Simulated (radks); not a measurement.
The numbers below are computed, except where a source is named.
W, configuration [Xe] 4f14 5d4 6s2.

Level of theory: non-relativistic Kohn-Sham, PBE, spin-polarised, spherical densities, point nucleus; open shells are filled with parallel spins first (spin-orbit coupling, left out, can overturn this in heavy ions); relativity is left out, which matters for an element this heavy (a radial shooting solver on a logarithmic mesh with Libxc functionals).

Energy parts (hartree):
| part | energy |
|---|---|
| total | -15291.2565 |
| kinetic | 15287.2799 |
| electron-nucleus | -36414.5792 |
| Hartree | 6142.7784 |
| exchange-correlation | -306.7356 |

Orbitals (lengths in bohr, moments of r in powers of bohr):
orbital  occ.  eigenvalue (hartree)      <r^2>   <1/r>
1s up       1             -2342.789  0.0005600   73.45
1s down     1             -2342.789  0.0005600   73.45
2s up       1             -385.0737   0.008767   17.23
2s down     1             -385.0666   0.008767   17.23
2p up       3             -369.1010   0.006482   17.26
2p down     3             -369.0957   0.006482   17.26
3s up       1             -87.91131    0.05497   6.624
3s down     1             -87.90930    0.05497   6.624
3p up       3             -80.50971    0.05084   6.574
3p down     3             -80.50753    0.05084   6.574
3d up       5             -66.71370    0.03955   6.497
3d down     5             -66.70937    0.03955   6.497
4s up       1             -17.60138     0.2705   2.857
4s down     1             -17.59642     0.2705   2.856
4p up       3             -14.50877     0.2806   2.764
4p down     3             -14.50350     0.2805   2.764
4d up       5              -8.87512     0.3055   2.566
4d down     5              -8.86855     0.3052   2.566
4f up       7              -1.53381     0.4353   2.130
4f down     7              -1.52108     0.4285   2.137
5s up       1              -2.41265      1.548   1.119
5s down     1              -2.34088      1.527   1.129
5p up       3              -1.52576      1.918   1.002
5p down     3              -1.44357      1.894   1.012
5d up       4              -0.24650      4.549  0.6742
5d down     0              -0.15843      5.246  0.6529
6s up       1              -0.19010      13.47  0.3667
6s down     1              -0.15034      15.77  0.3377

The highest occupied level is 6s down at -4.091 eV. The configuration is held as typed, so some empty levels lie below it. The spin density at the nucleus is -0.306 e/bohr^3 (1s -0.012, 2s -0.175, 3s -0.090, 4s 0.228, 5s -2.905, 6s 2.648). Summed over all electrons, <r^2> = 74.14 bohr^2, which gives a Langevin (diamagnetic) susceptibility term of -58.7 x 10^-6 cm^3/mol. Spin moment in Bohr magnetons: 4. Virial ratio -V/T = 2.00026.
